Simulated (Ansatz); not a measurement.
`O=CCB(F)F` + `OC(F)Cl` → `OC(F)B(F)F` + `O=CCCl`  (formal exchange of groups at a B–C bond)

Computed with Ansatz on PBE0-D4/def2-TZVP structures; ΔE is electronic, products minus reactants. CCSD(T)/CBS is the MP2 limit (def2-TZVPP, def2-QZVPP) plus CCSD(T) − MP2 in def2-TZVPP, frozen cores. DFT in def2-TZVPP. B3LYP here is the variant with VWN-RPA as its local correlation; programs differ in this. One conformer a species, not always the lowest.

Problem. Is it downhill or uphill in electronic energy at CCSD(T)/CBS, and by how much? (Best estimate.)

Solution. Computed: Uphill: ΔE = +56.0 kJ/mol.

Problem. What do these levels give: PBE-D4, PBE0-D4, B3LYP-D4, ωB97M-V, B2PLYP, PBE, r2SCAN, HF/def2-TZVPP, SCS-MP2/def2-TZVPP, MP2/def2-QZVPP, SCS-MP2/def2-QZVPP, CCSD/CBS(def2)? (An estimate is asked.)

Solution. Computed: PBE-D4 63.9, PBE0-D4 62.7, B3LYP-D4 57.0, ωB97M-V 59.6, B2PLYP 57.2, PBE 63.7, r2SCAN 68.2, HF/def2-TZVPP 51.0, SCS-MP2/def2-TZVPP 54.7, MP2/def2-QZVPP 59.8, SCS-MP2/def2-QZVPP 54.4, CCSD/CBS(def2) 54.0 kJ/mol.

Largest T1 diagnostic among the species: 0.014.

In def2-TZVPP, CCSD(T) changes the Hartree–Fock value by +5.3 kJ/mol (the triples alone add +1.9 kJ/mol) and MP2 by +9.0 kJ/mol.
